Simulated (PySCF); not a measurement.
Sn(H)3(SH), H4SSn, SMILES [SnH3][SH], CAM-B3LYP/def2-SVP optimised geometry.

```
6

Sn    -0.98    -0.80     0.00
S      1.45    -0.80     0.00
H     -1.55     0.80     0.00
H     -1.41    -1.61     1.44
H     -1.56    -1.64    -1.37
H      1.55    -0.14    -1.17
```

Density from PySCF 2.14.0 with CAM-B3LYP/def2-TZVP, def2 effective core potentials past Kr at that geometry. The core electrons that the potentials of Sn replace are not part of the density.

Minimum of the electron density along straight lines between bonded atoms, close to the bond critical point (lines longer than 1.1 times the sum of covalent radii, or with two minima, are not listed):

```
bond    length / Å  ρ at the minimum / e bohr⁻³  ∇²ρ there / e bohr⁻⁵  position (fraction from the first atom)
------  ----------  ---------------------------  --------------------  ---------------------------------------
Sn1–S2       2.427                   (withheld)            (withheld)                                     0.47
Sn1–H3       1.709                        0.114                  0.07                                     0.63
Sn1–H4       1.704                        0.116                  0.07                                     0.63
Sn1–H5       1.709                        0.114                  0.07                                     0.63
S2–H6        1.349                   (withheld)                 -0.59                                     0.64
```

**Question.** What belongs in the gaps?

**Answer.** 
- Sn1–S2, ρ at the minimum / e bohr⁻³: 0.083
- Sn1–S2, ∇²ρ there / e bohr⁻⁵: 0.09
- S2–H6, ρ at the minimum / e bohr⁻³: 0.211
